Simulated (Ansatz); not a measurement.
The same molecule with X = Si, Ge, Sn. Ansatz, PBE0-D4/def2-TZVP geometries, multiplicity 1. Each molecule was computed in one conformer, which needn't be the lowest.

Elements past krypton have def2 core potentials. Scalar relativity is left out up to krypton.

```tsv
X	molecule	mean X–Cl bond length / Å	mean X–S bond length / Å	LUMO energy (PBE0/def2-TZVPP) / eV	HOMO energy (ωB97M-V/def2-TZVPP) / eV	HOMO–LUMO gap (ωB97M-V/def2-TZVPP) / eV
Ge	`[SH][Ge][Cl]`	2.198	2.239	-2.71	-9.63	8.85
Sn	`[SH][Sn][Cl]`	2.379	2.427	-2.80	-9.47	8.42
```

Problem. Give the row for X = Si, `S[Si]Cl`. (An estimate is asked.)

Solution. Ansatz gave: 
| X | molecule | mean X–Cl bond length / Å | mean X–S bond length / Å | LUMO energy (PBE0/def2-TZVPP) / eV | HOMO energy (ωB97M-V/def2-TZVPP) / eV | HOMO–LUMO gap (ωB97M-V/def2-TZVPP) / eV |
| --- | --- | --- | --- | --- | --- | --- |
| Si | `S[Si]Cl` | 2.086 | 2.135 | -2.49 | -9.25 | 8.76 |

From Si to Sn the mean X–Cl bond length rises at each step, by 0.293 Å in all; the mean X–S bond length rises at each step, by 0.292 Å in all; the LUMO energy (PBE0/def2-TZVPP) falls at each step, by 0.31 eV in all; the HOMO energy (ωB97M-V/def2-TZVPP) isn't monotonic: highest at Si, lowest at Ge; the HOMO–LUMO gap (ωB97M-V/def2-TZVPP) isn't monotonic: highest at Ge, lowest at Sn. Bonds lengthen as the atom grows down the group.
